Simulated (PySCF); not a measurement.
Structure problem from calculated spectra and properties.

Formula: C7H14AlN.

* Triplet: lowest triplet excitation (Tamm–Dancoff): 5.31 eV [TDA CAM-B3LYP/def2-SVPD]
* 13C NMR: chemical shifts (computed TMS as zero) by class: 86.1 (1 C), 80.6 (1 C), 52.2 (1 C), 42.1 (1 C), 35.0 (1 C), 29.4 (1 C), -2.5 (1 C) ppm [GIAO HF/pcSseg-1]
* NMR, other nuclei: isotropic shieldings of nuclei other than C and H, by class: 238 (1 N), 435 (1 Al) ppm [GIAO HF/pcSseg-1]
* Valence photoelectron: vertical ionisation energy: 8.91 eV [ΔSCF CAM-B3LYP/def2-SVPD]
* UV, first state: lowest singlet excitation: 6.32 eV (196 nm, f = 0.001) [TDDFT CAM-B3LYP/def2-SVPD]
* Dipole: 4.16 D [CAM-B3LYP/def2-SVPD]
* Polarisability: 115.8 au [CAM-B3LYP/def2-SVPD]
* Rotational structure: rotational constants A, B, C: 2.049, 1.158, 0.900 GHz [PBE0-D3(BJ)/def2-SVP]

Gas-phase values; electronic properties from PySCF, density fitting. Levels stand in brackets. The structure is a single PBE0-D3(BJ)/def2-SVP conformer in the gas phase; no vibrational or solvent corrections. NMR values are class means; diastereotopic atoms form classes of their own.

Question: Give a SMILES that accounts for the data.

Answer: Numbering: `[CH:1]#[C:2][C@@H:3]1[CH2:4][CH2:5][AlH2-:6][N+:7]1([CH3:8])[CH3:9]`. 7 carbons fall into 7 classes; from least to most shielded: terminal alkyne carbon [C1] (86.1 ppm), alkyne carbon [C2] (80.6 ppm), ring sp3 carbon bound to nitrogen [C3] (52.2 ppm), N-methyl carbon [C9] (42.1 ppm), N-methyl carbon [C8] (35.0 ppm), ring CH2 carbon [C4] (29.4 ppm), ring CH2 carbon [C5] (-2.5 ppm). The other shieldings belong to: 238 ppm, nitrogen bonded to Al and 3 C [N7]; 435 ppm, aluminium bonded to C, N and 2 H [Al6]. The first electron is taken from the HOMO, whose largest Löwdin shares are 0.41 on a ring CH2 carbon, 0.21 on the aluminium bonded to C, N and 2 H, 0.09 on a ring CH2 carbon and 0.06 on an Al–H hydrogen. The optimised geometry has point group C1 and is an asymmetric top. Structure: `C#C[C@@H]1C[CH2][AlH2-][N+]1(C)C`. The assignments are read from this structure; whether some other isomer fits the data as well wasn't checked. The mirror image fits equally.
